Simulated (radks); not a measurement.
Coulomb parameter of the 4d shell of the niobium ion Nb+ in the model configuration [Kr] 4d2.5 5p1.5, as a second difference U = [E(n + 0.25) + E(n - 0.25) - 2 E(n)] / (0.25)^2 with all orbitals relaxed. "Bare": the charge of the atom changes with n. "Screened": the 5p shell takes up the change at fixed total charge, which measures U(4d,4d) + U(5p,5p) - 2 U(4d,5p). All-electron calculation, scalar-relativistic Kohn-Sham, PBE, spin-unpolarised, spherical densities, point nucleus. Program: a radial shooting solver on a logarithmic mesh with Libxc functionals.

case,configuration,E - E(n) (eV)
start,[Kr] 4d2.5 5p1.5,0.000
bare +0.25,[Kr] 4d2.75 5p1.5,-3.221
bare -0.25,[Kr] 4d2.25 5p1.5,3.828
screened +0.25,[Kr] 4d2.75 5p1.25,-1.514
screened -0.25,[Kr] 4d2.25 5p1.75,1.641

U(bare) = 9.698 eV, U(screened by 5p) = 2.037 eV, against the Slater integral F0(4d,4d) = 13.346 eV with frozen orbitals.
